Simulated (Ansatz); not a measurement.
Geometry optimisation, Ansatz 0.2.0, RHF/def2-SVP.

Input file:

```yaml
crystal:
  periodic: [false, false, false]
  atoms:
    - { symbol: Ge, position_ang: [0.0, 0.0, 0.0] }
    - { symbol: H, position_ang: [0.0, 0.0, 1.9] }
    - { symbol: H, position_ang: [1.4616, 0.0, -0.5162] }
    - { symbol: F, position_ang: [-0.7913, 1.3709, -0.5594] }
    - { symbol: H, position_ang: [-0.73, -1.2648, -0.5162] }
    - { symbol: F, position_ang: [-1.879, 0.006, 0.6243] }
    - { symbol: H, position_ang: [-1.0089, 0.0032, 1.7574] }
basis:
  gaussian: { orbitals: def2-SVP }
hamiltonian:
  xc: hf
relax:
  f_tol: 0.15
  max_steps: 25
  restrain:
    - { distance: [0, 5], at: 1.68, k: 30.0 }
    - { distance: [6, 1], at: 0.66, k: 30.0 }
    - { distance: [0, 1], at: 2.75, k: 30.0 }
    - { distance: [6, 5], at: 2.12, k: 30.0 }
```

Launched with:

```bash
$ ansatz run input.yaml --threads 1 --pin off --max-ram 2048MiB --backend cpu --events-out ev --progress --plain --runs-dir out
```

Problem. Where does it end, and by what steps?

Solution. It converged. The restraints hold the end off the free minimum. After 16 steps the energy has fallen by 4.387 eV (the restraints' own energy left out); F4 moved furthest, 1.31 Å. Joined: H2–H7 (1.02 → 0.71 Å).

| step | energy less start (eV) | largest force component (eV/Å) | accepted |
| --- | --- | --- | --- |
| 0 | 0.0000 | 3.885 | yes |
| 1 | -0.6404 | 2.815 | yes |
| 2 | -1.2206 | 2.845 | yes |
| 3 | -2.3956 | 2.499 | yes |
| 4 | -3.2155 | 1.586 | yes |
| 5 | -3.8031 | 0.895 | yes |
| 6 | -4.1418 | 1.054 | yes |
| 7 | -4.2536 | 1.430 | yes |
| 8 | -4.2596 | 1.546 | yes |
| 9 | -4.2937 | 1.240 | no |
| 10 | -4.2738 | 1.346 | yes |
| 11 | -4.3002 | 1.216 | yes |
| 12 | -4.3391 | 1.063 | yes |
| 13 | -4.3669 | 1.386 | yes |
| 14 | -4.4113 | 0.795 | no |
| 15 | -4.3810 | 1.077 | yes |
| 16 | -4.3868 | 1.286 | yes |

```xyz
7
Properties=species:S:1:pos:R:3
Ge -0.388 0.186 -0.324
H 0.005 -0.767 2.233
H 0.933 0.746 0.160
F -0.763 0.965 -1.806
H -0.507 -1.308 -0.548
F -1.628 0.684 0.725
H -0.599 -0.391 2.250
```

Time of the run: 10 s on 1 thread of AMD EPYC 9R45 96-Core Processor (Zen 5), on a shared host, peak memory 0.17 GiB.
